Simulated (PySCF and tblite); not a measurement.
The numbers below are computed, except where a source is named.
Stationary points of C5H7FGe at B3LYP-D3(BJ)/def2-SVP, in Å:

Structure A

```
 1 F     3.873    1.118    1.899
 2 C     2.863    1.026    1.034
 3 C     1.595    0.631    1.316
 4 C     0.846    0.626    0.025
 5 Ge    0.437   -1.277   -0.462
 6 C     1.819    1.151   -0.979
 7 C     3.021    1.347   -0.374
 8 H     1.200    0.338    2.287
 9 H    -0.129    1.141    0.039
10 H    -0.500   -1.874    0.609
11 H     1.761   -2.057   -0.519
12 H    -0.275   -1.312   -1.832
13 H     1.585    1.310   -2.032
14 H     3.953    1.680   -0.829
```

Structure B

```
 1 F     2.441    0.594    1.626
 2 C     1.318    0.651    0.907
 3 C     0.031    0.572    1.455
 4 C    -0.874    0.622    0.370
 5 Ge   -0.849   -1.396   -0.672
 6 C    -0.080    0.732   -0.863
 7 C     1.285    0.745   -0.491
 8 H    -0.212    0.458    2.510
 9 H    -1.940    0.839    0.437
10 H    -2.221   -1.869   -0.123
11 H     0.329   -2.088    0.021
12 H    -0.894   -1.683   -2.196
13 H    -0.480    1.041   -1.829
14 H     2.147    0.783   -1.153
```

Geometries: B3LYP-D3(BJ)/def2-SVP; energies: PBE0/pcSseg-1 + D3(BJ); zero-point and thermal terms from GFN2-xTB harmonic modes (soft modes blended into free rotors).

Problem. Which structure is a saddle point, and along which motion?

Solution. B: one imaginary mode (293i cm⁻¹ at GFN2-xTB, mostly on C4, C6, Ge5), along the shift of Ge5 from C4 to C6.

Problem. Give their symmetry and energies above the lowest.

Solution. A C1, 0.0 kcal/mol; B Cs, 12.8 kcal/mol.

Spin–orbit effects of heavy atoms on shieldings are missing.
